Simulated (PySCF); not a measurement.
Record of a relaxation.

Species: 3-ethylthiophene, C6H8S.
Atom-mapped SMILES: `[CH3:1][CH2:2][c:3]1[cH:4][cH:5][s:6][cH:7]1` (hydrogens: H8, H9, H10 on C1; H11, H12 on C2; H13 on C4; H14 on C5; H15 on C7)

Computed by this run: PySCF 2.14.0, PBE0-D3(BJ)/def2-SVP geometry optimisation, gas phase; density fitting, grid level 2; the optimiser is geomeTRIC in internal coordinates, started from a GFN2-xTB structure. The frame can shift and turn from step to step; on so coarse a grid that alone can change the energy by a few meV, and forces under 0.02 eV/Å are noise.

Step 0: E = -17168.6881 eV, largest atomic force 0.686 eV/Å
```
atom  x, y, z in Å  |  force x, y, z in eV/Å
C1     -1.898   -0.367    0.677    0.167  -0.025  -0.587
C2     -1.107   -0.324   -0.632    0.089   0.188   0.647
C3      0.290    0.158   -0.395   -0.404  -0.344  -0.207
C4      1.313   -0.644    0.179   -0.177   0.032  -0.055
C5      2.484    0.020    0.329    0.248   0.575  -0.100
S6      2.379    1.645   -0.224   -0.099  -0.138   0.044
C7      0.730    1.416   -0.657    0.579   0.300   0.061
H8     -1.414   -1.028    1.392    0.146  -0.254   0.346
H9     -1.956    0.626    1.115   -0.034   0.370   0.225
H10    -2.908   -0.727    0.497   -0.454  -0.166   0.019
H11    -1.075   -1.326   -1.067   -0.029  -0.263  -0.239
H12    -1.608    0.340   -1.338   -0.142   0.109  -0.282
H13     1.173   -1.673    0.459   -0.053  -0.578   0.166
H14     3.411   -0.339    0.730    0.565  -0.282   0.251
H15     0.184    2.232   -1.088   -0.402   0.476  -0.288
```

Step 1: E = -17168.7411 eV, largest atomic force 0.143 eV/Å
```
atom  x, y, z in Å  |  force x, y, z in eV/Å
C1     -1.987   -0.523    0.563   -0.015   0.020   0.092
C2     -1.178   -0.449   -0.727   -0.028  -0.053  -0.130
C3      0.229    0.023   -0.512    0.023   0.033   0.034
C4      1.262   -0.777    0.069   -0.010  -0.091   0.026
C5      2.448   -0.110    0.208    0.038  -0.035   0.020
S6      2.331    1.503   -0.363    0.029   0.039  -0.007
C7      0.683    1.289   -0.792   -0.057   0.029  -0.042
H8     -1.511   -1.197    1.294   -0.019   0.017  -0.020
H9     -2.062    0.470    1.033   -0.005  -0.033  -0.001
H10    -3.008   -0.892    0.378    0.025   0.006  -0.009
H11    -1.152   -1.446   -1.203   -0.009   0.058   0.011
H12    -1.681    0.221   -1.444    0.021  -0.032   0.026
H13     1.123   -1.820    0.365    0.006   0.043  -0.005
H14     3.388   -0.488    0.612   -0.037   0.030  -0.023
H15     0.118    2.110   -1.238    0.040  -0.030   0.027
```

Step 2: E = -17168.7416 eV, largest atomic force 0.056 eV/Å
```
atom  x, y, z in Å  |  force x, y, z in eV/Å
C1     -1.989   -0.525    0.564    0.001   0.003   0.011
C2     -1.178   -0.448   -0.727   -0.001  -0.003  -0.013
C3      0.230    0.023   -0.509   -0.003   0.018   0.019
C4      1.262   -0.779    0.074    0.009   0.044  -0.019
C5      2.448   -0.109    0.206    0.032  -0.040   0.024
S6      2.335    1.504   -0.369   -0.010  -0.022   0.006
C7      0.684    1.289   -0.793   -0.036  -0.011  -0.026
H8     -1.516   -1.202    1.292   -0.001  -0.004  -0.005
H9     -2.064    0.465    1.039    0.002  -0.002  -0.004
H10    -3.009   -0.892    0.374   -0.001  -0.001  -0.003
H11    -1.154   -1.442   -1.206   -0.001   0.004   0.001
H12    -1.679    0.223   -1.443   -0.002   0.002   0.006
H13     1.123   -1.819    0.374    0.002   0.007   0.002
H14     3.389   -0.484    0.608    0.007   0.003   0.001
H15     0.122    2.108   -1.239    0.001   0.002   0.001
```

Step 3: E = -17168.7416 eV, largest atomic force 0.092 eV/Å
```
atom  x, y, z in Å  |  force x, y, z in eV/Å
C1     -1.990   -0.527    0.564    0.009  -0.009  -0.036
C2     -1.179   -0.447   -0.727    0.022   0.011   0.059
C3      0.229    0.025   -0.507    0.007   0.004   0.005
C4      1.263   -0.775    0.076   -0.011  -0.008  -0.001
C5      2.453   -0.111    0.207   -0.078   0.037  -0.034
S6      2.336    1.500   -0.374    0.017   0.026  -0.003
C7      0.684    1.288   -0.796    0.044  -0.040   0.014
H8     -1.519   -1.209    1.289    0.008  -0.013   0.006
H9     -2.066    0.460    1.044    0.004   0.015  -0.002
H10    -3.010   -0.893    0.371   -0.014  -0.004   0.002
H11    -1.156   -1.438   -1.209    0.004  -0.027  -0.009
H12    -1.679    0.227   -1.440   -0.011   0.021  -0.006
H13     1.123   -1.814    0.381   -0.006  -0.027   0.008
H14     3.393   -0.484    0.609    0.017  -0.008   0.009
H15     0.124    2.108   -1.244   -0.013   0.021  -0.011
```

Step 4: E = -17168.7419 eV, largest atomic force under 0.02 eV/Å
```
atom  x, y, z in Å  |  force x, y, z in eV/Å
C1     -1.989   -0.528    0.565    0.003  -0.005  -0.008
C2     -1.179   -0.446   -0.727    0.004   0.005   0.009
C3      0.229    0.026   -0.508   -0.008  -0.005  -0.001
C4      1.261   -0.775    0.076    0.001   0.009   0.005
C5      2.449   -0.110    0.208   -0.011   0.006  -0.006
S6      2.336    1.501   -0.374    0.005   0.004  -0.002
C7      0.685    1.289   -0.798    0.010  -0.013   0.001
H8     -1.516   -1.211    1.288    0.000  -0.003   0.002
H9     -2.064    0.459    1.045    0.001   0.003   0.001
H10    -3.009   -0.894    0.372   -0.002   0.000   0.001
H11    -1.155   -1.437   -1.209    0.003  -0.005  -0.006
H12    -1.680    0.229   -1.439   -0.005   0.006   0.001
H13     1.120   -1.814    0.382   -0.002  -0.005   0.002
H14     3.390   -0.484    0.611    0.004  -0.002   0.002
H15     0.126    2.109   -1.248   -0.003   0.004  -0.001
```

Question: Summarise the path.

Answer: The energy falls by 1.24 kcal/mol from step 0 to step 4; nine tenths of that is first reached at step 1. It falls at every step. The largest force goes from 0.686 to under 0.02 eV/Å. Among the bonds C7–H15 changes most (a near tie, within 0.001 Å, with another), from 1.072 to 1.090 Å; the atoms move by 0.041 Å rms after alignment.

Question: Follow the three bonds and two angles with the largest change from start to end.

Answer: 
```tsv
step	E above end (kcal/mol)	largest force (eV/Å)	C7–H15 (Å)	C5–H14 (Å)	C4–H13 (Å)	H11–C2–H12 (°)	C1–C2–C3 (°)
0	1.24	0.686	1.072	1.072	1.076	108.3	110.9
1	0.02	0.143	1.091	1.091	1.093	106.2	113.1
2	0.01	0.056	1.090	1.089	1.092	106.1	113.0
3	0.01	0.092	1.089	1.089	1.091	106.1	113.0
4	0.00	under 0.02	1.090	1.089	1.092	106.1	113.0
```

The cost below is that of the whole optimisation. On Intel Xeon Platinum 8259CL at 2.50 GHz, one thread, shared host with 96 logical CPUs at a one-minute load of 53, this took 64 s of wall time and 0.71 GiB of memory at its peak.
